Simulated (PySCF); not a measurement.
Species: C6H7O2Se (charge -1).
SMILES with atom numbers: `[CH3:1][Se:2][C:3](/[CH:4]=[CH:5]/[O-:6])=[CH:7]/[CH:8]=[O:9]` (hydrogens: H10, H11, H12 on C1; H13 on C4; H14 on C5; H15 on C7; H16 on C8)

Computed with PBE0-D3(BJ)/def2-SVP geometry optimisation, gas phase in PySCF 2.14.0.

(1) List the bond lengths, angles and torsions at this level.

Results:

(1) 
```csv
bond,length (bohr),order
C1–Se2,3.678,single
Se2–C3,3.669,single
"C3–C4, C3=C7",2.642,single/double
"C4=C5, C7–C8",2.695,double/single
"C5–O6, C8=O9",2.325,single/double
"C1–H10, C1–H11, C1–H12",2.076,single
"C4–H13, C7–H15",2.068,single
"C5–H14, C8–H16",2.126,single
```

Bonds in one row agree within 0.02 bohr and their mean is given. Orders are formal, as drawn. A selection of angles:
```csv
angle,degrees
C1–Se2–C3,100.2
Se2–C3–C4,119.5
Se2–C3–C7,112.3
C4–C3–C7,128.2
C3–C4–C5,126.7
C4–C5–O6,126.7
C3–C7–C8,124.5
C7–C8–O9,126.3
```

Dihedral angles: C1–Se2–C3–C4 50° (synclinal); Se2–C3–C4–C5 19° (synperiplanar); C3–C4–C5–O6 179° (antiperiplanar); Se2–C3–C7–C8 -165° (antiperiplanar); C3–C7–C8–O9 -178° (antiperiplanar). The mirror-image conformer, all signs reversed, is as good.

C4 (carbon bonded to 2 C and H) is planar (angles 126.7°, 117.7° and 115.4°, sum 359.9°, 0.03 Å off the plane of its three neighbours). C3 (fully substituted alkene carbon) is planar (angles 128.2°, 119.5° and 112.3°, sum 360.0°, 0.00 Å off the plane of its three neighbours). Se2 (selenium bonded to 2 C) is bent (angle 100.2°). Of the pairs four or more bonds apart, Se2···H14 is among the closest relative to their van der Waals radii: 2.76 Å, 89 % of the sum of Bondi's values. C5 (carbon bonded to C, O and H) is planar (angles 126.7°, 119.4° and 113.9°, sum 360.0°, 0.01 Å off the plane of its three neighbours). The 4 C–C bonds span 1.398 Å (C3=C7, drawn double in a drawing that doesn't fit all lengths) to 1.428 Å (C7–C8, drawn single in a drawing that doesn't fit all lengths), a spread of 0.030 Å.

Point group: C1 (no symmetry element, even within 0.4 Å). Not checked by PBE0-D3(BJ)/def2-SVP frequencies. The geometry's basis has no diffuse functions, a weakness for an anion.
